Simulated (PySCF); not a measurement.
NMR data simulated for an unnamed compound:

1H NMR (500 MHz, computed): δ 5.70 (m, 1H), 5.14 (s, 3H), 4.34 (m, 1H), 1.36 (d, 3H), 1.25 (d, 3H), 0.95 (m, 2H).

13C{1H} NMR (computed): δ 67.4 (CH), 27.7 (CH3), 25.9 (CH3).

Theory: geometry: GFN2-xTB, σ from GIAO-PBE0/pcSseg-1, in PySCF (isolated molecule, relativity neglected, averaged over atoms made equivalent by symmetry, fast rotation or ring inversion, single conformer).

δ = σ(ref) − σ, references computed at the same level: TMS for 1H (31.72 ppm), 13C (186.93 ppm).

Which of these does the molecule contain: a benzene ring, an OH group, an NH or NH2 group, a Si–H bond, a (CH3)2CH unit?

Results:


- A benzene ring: no.
- An OH group: no.
- An NH or NH2 group: no.
- A Si–H bond: yes (δH 5.70 (m)).
- A (CH3)2CH unit: yes (δC 27.7, 67.4, 25.9; δH 1.36 (d), 4.34 (m), 1.25 (d)).

The data belong to `C(C)(C)O[Si@H](P)O[SiH3]`, C₃H₁₃O₂PSi₂; they needn't prove each group on their own.

Carbon signals by region: 1 at 50–100 ppm, 2 below 50 ppm.

Splittings by 31P in the carbon and heteronuclear signals aren't shown, as no couplings were computed. Shifts are as computed. Against solution values, carbons near 30 ppm lie about +3 ppm off and those near 130 ppm about +5 ppm. Of 1211 compounds with measured shifts, 218 miss one by over three times the rms of a fit or turn the order of signals round; such compounds aren't used in these exercises. Multiplicities follow the n + 1 count of equivalent neighbours, as no J values were calculated; m marks all less simple cases, F and P coupling included.
